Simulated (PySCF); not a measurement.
# HgH: one state, many levels of theory

State: ²Σ⁺ (doublet), unpaired electrons σ ↑. Set-up: Hg def2-SVP with ECP60, H def2-SVP; scalar-relativistic core potentials (PySCF 2.14). De refers to Hg + H in their ground configurations, without counterpoise correction. The functionals are run spin-unrestricted. A positive dipole means Hg(−)H(+).

| Level | Re (Å) | ωe (cm⁻¹) | De (eV) | μ (D) | CPU s a point (SCF and correlation, without the integrals) |
| --- | --- | --- | --- | --- | --- |
| UHF | 1.822 | 1080 | -0.013 | -0.59 | 0.06 |
| UHF-MP2 | 1.785 | 1018 | -0.079 | n/a | 0.1 |
| UHF-SCS-MP2 | 1.787 | 1070 | -0.056 | n/a | n/a |
| UHF-CCSD | 1.788 | 1167 | 0.167 | n/a | n/a |
| UHF-CCSD(T) | 1.788 | 1169 | 0.177 | n/a | 3.9 |
| PBE | 1.826 | 1117 | 0.321 | -0.30 | 0.35 |
| BLYP | 1.865 | 1010 | 0.315 | -0.32 | 0.25 |
| r²SCAN | 1.804 | 1173 | 0.488 | -0.32 | 0.52 |
| M06-L | 1.858 | 1047 | 0.199 | -0.62 | 0.54 |
| r²SCANh | 1.801 | 1180 | 0.480 | -0.33 | 0.55 |
| PBE0 | 1.802 | 1189 | 0.321 | -0.38 | 0.51 |

Task: Which functional lies closest to UHF-CCSD(T) in De, which farthest, and by how much do they differ from it?

Result: Closest is M06-L (+7.0 pm in Re, -10.4 % in ωe, +0.02 eV in De against UHF-CCSD(T) in the same basis), farthest r²SCAN (+1.6 pm in Re, +0.3 % in ωe, +0.31 eV in De). CCSD(T) converges more slowly with the basis than the functionals do and binds too weakly in this one, so the order can change at the basis-set limit.

Task: What does a quarter of exact exchange do here, going from PBE to PBE0?

Result: PBE0 less PBE: -2.4 pm in Re, +6.4 % in ωe, +0.00 eV in De. Exact exchange removes part of the self-interaction that spreads semilocal densities, and in most molecules shortens and stiffens the bond and lowers De; so it does here.

Task: What does second-order correlation do here, going from UHF to UHF-MP2?

Result: UHF-MP2 less UHF: -3.7 pm in Re, -5.7 % in ωe, -0.07 eV in De. The bond shortens, as in weak, metallic or heavy-atom bonds, where dispersion and the correlation of outer-core electrons pull the atoms together.

Correlated steps freeze no core orbitals. The bond is weak. Basis-set superposition, not corrected here, can be much of De in a small basis, most of all at correlated wavefunction levels. Functionals without a dispersion term scatter widely for such bonds, and LDA overbinds them. Spin–orbit coupling is left out. A negative De means that the minimum lies above the separated atoms at that level. The state was picked by a PBE0 search and need not be the measured ground state.

The whole job (state search and all levels along the bond) took about 1.3 min on 1 thread of Arm Neoverse V1 (shared host), peak memory 0.44 GiB.
